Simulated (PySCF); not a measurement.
C3, SMILES [C]=C=[C] (connectivity only; charge and spin as stated), neutral, multiplicity 1.

Geometry: PBE-D3(BJ)/def2-TZVP. The isomer is the one that the SMILES or the coordinates give; other isomers of the formula were not compared.

Two levels are set side by side: PBE/def2-TZVPD (PySCF) and M06-2X/def2-TZVPD (PySCF). Same geometry, gas phase. Differences are taken from unrounded values.

```
quantity                     M06-2X    PBE  PBE minus M06-2X
---------------------------  ------  -----  ----------------
orbital gap (eV)               7.36   2.39             -4.98
highest occupied level (eV)  -10.92  -7.95              2.97
lowest empty level (eV)       -3.55  -5.56             -2.00
mean polarisability (bohr³)    33.9   34.2               0.3
```

Without exact exchange PBE keeps part of each electron's self-repulsion, which lifts occupied levels and narrows the gap. Differences between two approximate levels are no errors against the true value.

Rough cost on one machine, each run with all the roots and properties that it gave: M06-2X against PBE about 5 times.
